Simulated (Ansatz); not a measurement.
```yaml
crystal:
  periodic: [false, false, false]
  atoms:
    - {symbol: N, position_ang: [-0.418413, 0.463381, -0.563075]}
    - {symbol: C, position_ang: [0.334675, -0.176739, 0.102537]}
    - {symbol: Se, position_ang: [1.527334, -1.062856, 0.954396]}
    - {symbol: H, position_ang: [-1.388096, 0.715915, -0.514160]}
basis:
  gaussian: {orbitals: 6-31G}
hamiltonian: {xc: {name: HF}}
correlation: {active_space: {window: {electrons: 6, orbitals: 2}}}
accuracy: high
```

```sh
$ ansatz run in.yaml --threads 2 --pin off --events-out ev --progress --plain --max-ram 4352MiB
```

How does Ansatz answer? (An estimate is asked.)

Computed: The run stopped with an error.
```
Functional definition: HF
923 factors; integrals over basis functions are off by at most 4.5e-9 eV
mean field evaluation 1: about -67817.6456 eV, gradient 2.4e1 eV
mean field evaluation 2: about -67817.6580 eV, gradient 2.4e1 eV
mean field evaluation 4: about -67819.1204 eV, gradient 2.6e0 eV
mean field evaluation 8: about -67819.1499 eV, gradient 1.3e-1 eV
mean field evaluation 16: about -67819.1502 eV, gradient 1.1e-8 eV
mean field -67819.15015372 eV, -2492.3077986781 hartree, gradient 1.1e-8 eV, S^2 0.000000; 0 other end points of the search recorded, 0 dependent functions left out
reference -67819.15015372 eV, -2492.3077986781 hartree; 24, 24 occupied and 25, 25 virtual orbitals, 923 factors
Error: 6 electrons in 2 orbitals form no window around the highest filled level of the reference
```
